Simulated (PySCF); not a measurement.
C2H6BN.
Geometry (PBE0-D3(BJ)/def2-SVP, Å), atoms numbered from 1 in this order:
```
atom  x, y, z in Å
C1     1.8642   -0.3078    0.0260
C2     0.7032    0.3609   -0.0295
B3    -0.6769   -0.3589    0.0404
N4    -1.8766    0.3473   -0.0448
H5     2.8401    0.1881   -0.0247
H6     1.8794   -1.3990    0.1260
H7     0.7541    1.4553   -0.1296
H8    -0.7319   -1.5642    0.1721
H9    -1.9206    1.3522   -0.1603
H10   -2.7840   -0.0970   -0.0049
```

Computed with PBE0-D3(BJ)/def2-SVP geometry optimisation, gas phase in PySCF 2.14.0.

Take the most abundant isotopes and a rigid rotor. The values belong to one conformer with, in the numbering `[CH2:1]=[CH:2][BH:3][NH2:4]`, C1–C2–B3–N4 -179°.

(1) What are A, B and C (MHz)?

(2) What kind of rotor is it?

(3) What does the inertial defect say?

(4) Where do the levels up to J = 4 lie, in MHz?

(5) Predict some low-J microwave lines.

(6) Estimate the classical rotational partition function at 100 K, 200 K and 500 K.

Results:

(1) Ia = 13.00, Ib = 127.56, Ic = 140.55 u·Å²; 505379 MHz·u·Å²/I gives A = 38872, B = 3962, C = 3596 MHz.

(2) A near-prolate asymmetric top; Ray's κ = -0.979.

(3) Planar: Δ = Ic − Ia − Ib = -0.01 u·Å². For a rigid frame Δ = −2 Σ m c², so it vanishes when all atoms lie in the ab plane; here none is more than 0.02 Å from it.

(4) Above 0(0,0):
J = 1: 1(0,1) 7558, 1(1,1) 42468, 1(1,0) 42834
J = 2: 2(0,2) 22670, 2(1,2) 57217, 2(1,1) 58316, 2(2,1) 163047, 2(2,0) 163050
J = 3: 3(0,3) 45331, 3(1,3) 79338, 3(1,2) 81536, 3(2,2) 185720, 3(2,1) 185734, 3(3,1) 361190, 3(3,0) 361190
J = 4: 4(0,4) 75532, 4(1,4) 108830, 4(1,3) 112493, 4(2,3) 215948, 4(2,2) 215991, 4(3,2) 391426, 4(3,1) 391426, 4(4,1) 637077, 4(4,0) 637077

(5) The dipole components are |μa| = 1.42 D, |μb| = 1.03 D, |μc| = 0.00 D; the mirror of this Cs structure is the ab plane, so μc vanishes by symmetry (the 0.03 D computed is a residue) and there are no c-type lines. Intensities carry the squares of the components, which stand as 1.00 : 0.53 (a : b). Some lines, for components of 0.1 D or more:

```json
{"type": "a", "branch": "Q", "J(Ka,Kc)": "5(1,4) ← 5(1,5)", "MHz": "5494", "lower level (cm⁻¹)": "4.860"}
{"type": "a", "branch": "R", "J(Ka,Kc)": "1(0,1) ← 0(0,0)", "MHz": "7558", "lower level (cm⁻¹)": "0.000"}
{"type": "a", "branch": "R", "J(Ka,Kc)": "3(0,3) ← 2(0,2)", "MHz": "22661", "lower level (cm⁻¹)": "0.756"}
{"type": "a", "branch": "R", "J(Ka,Kc)": "3(1,2) ← 2(1,1)", "MHz": "23220", "lower level (cm⁻¹)": "1.945"}
{"type": "a", "branch": "R", "J(Ka,Kc)": "4(1,4) ← 3(1,3)", "MHz": "29492", "lower level (cm⁻¹)": "2.646"}
{"type": "a", "branch": "R", "J(Ka,Kc)": "4(3,1) ← 3(3,0)", "MHz": "30236", "lower level (cm⁻¹)": "12.048"}
{"type": "b", "branch": "Q", "J(Ka,Kc)": "3(1,2) ← 3(0,3)", "MHz": "36205", "lower level (cm⁻¹)": "1.512"}
{"type": "a", "branch": "R", "J(Ka,Kc)": "5(1,5) ← 4(1,4)", "MHz": "36859", "lower level (cm⁻¹)": "3.630"}
{"type": "a", "branch": "R", "J(Ka,Kc)": "5(2,4) ← 4(2,3)", "MHz": "37781", "lower level (cm⁻¹)": "7.203"}
{"type": "a", "branch": "R", "J(Ka,Kc)": "5(4,1) ← 4(4,0)", "MHz": "37794", "lower level (cm⁻¹)": "21.251"}
{"type": "a", "branch": "R", "J(Ka,Kc)": "5(3,3) ← 4(3,2)", "MHz": "37797", "lower level (cm⁻¹)": "13.057"}
{"type": "b", "branch": "R", "J(Ka,Kc)": "2(1,2) ← 1(0,1)", "MHz": "49659", "lower level (cm⁻¹)": "0.252"}
{"type": "b", "branch": "Q", "J(Ka,Kc)": "4(2,2) ← 4(1,3)", "MHz": "103498", "lower level (cm⁻¹)": "3.752"}
{"type": "b", "branch": "R", "J(Ka,Kc)": "3(2,2) ← 2(1,1)", "MHz": "127404", "lower level (cm⁻¹)": "1.945"}
{"type": "b", "branch": "R", "J(Ka,Kc)": "4(2,2) ← 3(1,3)", "MHz": "136653", "lower level (cm⁻¹)": "2.646"}
{"type": "b", "branch": "Q", "J(Ka,Kc)": "3(3,0) ← 3(2,1)", "MHz": "175456", "lower level (cm⁻¹)": "6.195"}
{"type": "b", "branch": "R", "J(Ka,Kc)": "3(3,1) ← 2(2,0)", "MHz": "198140", "lower level (cm⁻¹)": "5.439"}
{"type": "b", "branch": "R", "J(Ka,Kc)": "4(3,1) ← 3(2,2)", "MHz": "205706", "lower level (cm⁻¹)": "6.195"}
{"type": "b", "branch": "R", "J(Ka,Kc)": "5(3,3) ← 4(2,2)", "MHz": "213233", "lower level (cm⁻¹)": "7.205"}
{"type": "b", "branch": "R", "J(Ka,Kc)": "4(4,0) ← 3(3,1)", "MHz": "275887", "lower level (cm⁻¹)": "12.048"}
```

(6) Point group Cs, symmetry number σ = 1; q = (√π/σ)·√((kT/h)³/(ABC)), k/h = 20836.6 MHz/K: 7160 at 100 K, 20300 at 200 K, 80100 at 500 K.

Stationary, but not proved a minimum. No vibrational averaging or centrifugal distortion is included, and the geometry carries the error of its method. Quadrupole hyperfine structure (11B, 14N) is left out.
